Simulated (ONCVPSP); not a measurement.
**Hg: one change to an ONCV potential, before and after**

- Element: mercury
- Generator: ONCVPSP 4.0.1
- Type: optimised norm-conserving Vanderbilt (ONCV)
- Functional: LDA (Perdew-Wang 92)
- Relativity: scalar-relativistic
- Frozen core: [Kr] 4d10 4f14
- Valence charge: 20
- Reference configuration: 5s2 5p6 5d10 6s0.5 (charge +1.5)
- Partial waves: 5s+6s: rc 1.50 bohr, ncon 4, nbas 8, qcut 6.8 1/bohr, 2 projectors; 5p: rc 1.00 bohr, ncon 5, nbas 9, qcut 7.2 1/bohr, 1 projector; 5d: rc 1.80 bohr, ncon 3, nbas 8, qcut 8.4 1/bohr, 2 projectors, debl 1.5 Ha
- Local potential: polynomial inside 0.85 bohr (lpopt 1, dvloc0 4 Ha)
- Core correction: none

Change: all radii scaled by about 1.19 (s 1.78, p 1.18, d 2.14 bohr); local potential polynomial inside 1.02 bohr (lpopt 1, dvloc0 4 Ha).

Cutoffs: the cutoffs (Ha) at which the residual kinetic energy of the hardest occupied pseudo-wave falls to 1 and 0.1 mHa per electron; they do not see the model core or the augmentation charge, which bear on the density cutoff. Errors are all-electron minus pseudo energies relative to the spin-unpolarised reference configuration.

Question: What does the change do?

Answer: The potential gets softer (187 Ha and 239 Ha → 162 Ha and 191 Ha); a bound ghost appears in d, which as a rule spoils a file; of the 4 tests that both files solve, the error grows in 0 and shrinks in 1 by more than 15 % and 0.3 meV (median size 3.8 → 3.2 meV). A larger radius leaves more room for a smooth pseudo-wave, so fewer plane waves are needed.

| quantity | base | changed |
| --- | --- | --- |
| cutoff, loose | 187 Ha | 162 Ha |
| cutoff, tight | 239 Ha | 191 Ha |
| loose cutoff by channel | s 21 Ha, p 187 Ha, d 22 Ha | s 16 Ha, p 162 Ha, d 21 Ha |
| bound ghosts | none | d |
| GHOST(+) flags under 300 eV | s at 78.7 eV | none |
| error for 5s2 5p6 5d10 6s2, meV [ΔE -19.65 eV] | +4.1 | +3.2 |
| error for 5s2 5p6 5d10 6s1, meV [ΔE -8.61 eV] | +2.4 | +2.3 |
| error for 5s2 5p6 5d10 6s0, meV [ΔE 10.78 eV] | -4.0 | -4.4 |
| error for 5s2 5p6 5d10 6s1.5, meV [ΔE -15.13 eV] | +3.6 | +3.2 |

 A true bound ghost makes a file unfit for plane-wave use even where its test errors are small: the radial tests pick states by their node count and pass the ghost by.
